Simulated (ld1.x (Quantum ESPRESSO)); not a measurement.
# u(r) = r·R(r): atom against pseudo-atom (Pt)

Columns: radius, all-electron u(r) and pseudo u(r) of the 6p shell (level -14.23 eV) of platinum in the configuration [Xe] 4f14 5d8 6s0 6p0; PBEsol, scalar-relativistic, PAW scheme, ld1.x (Quantum ESPRESSO) 7.5.

```
r (bohr)  all-electron  pseudo
   0.128       -0.1268  0.0028
   0.255        0.0973  0.0110
   0.382        0.1739  0.0246
   0.510        0.0048  0.0437
   0.638       -0.1824  0.0680
   0.765       -0.2873  0.0971
   0.893       -0.3032  0.1312
   1.020       -0.2523  0.1692
   1.148       -0.1602  0.2112
   1.275       -0.0494  0.2558
   1.402        0.0663  0.3025
   1.530        0.1785  0.3508
   1.658        0.2810  0.3991
   1.785        0.3702  0.4459
   1.912        0.4460  0.4904
   2.040        0.5087  0.5316
   2.168        0.5582  0.5680
   2.295        0.5952  0.5982
   2.422        0.6212  0.6216
   2.550        0.6376  0.6376
   2.678        0.6455  0.6455
   2.805        0.6460  0.6460
   2.932        0.6405  0.6405
   3.060        0.6299  0.6299
   3.188        0.6151  0.6151
   3.315        0.5971  0.5971
```

Q: How many radial nodes do the two functions have?

A: The all-electron 6p function has n − l − 1 = 4 (the table is too coarse to show those close to the nucleus); the pseudo-wave has 0, since the states of the same l below it are removed with the core.

Q: At about which radius was the pseudo-wave matched?

A: 2.55 bohr. The columns agree to 0.0005 from 2.42 bohr on; several derivatives are matched, so the curves merge somewhat inside the radius.

Q: Is the pseudo-wave norm-conserving?

A: No, it belongs to a PAW set: the norm inside the radius is not constrained, and the difference is carried by the augmentation charge.
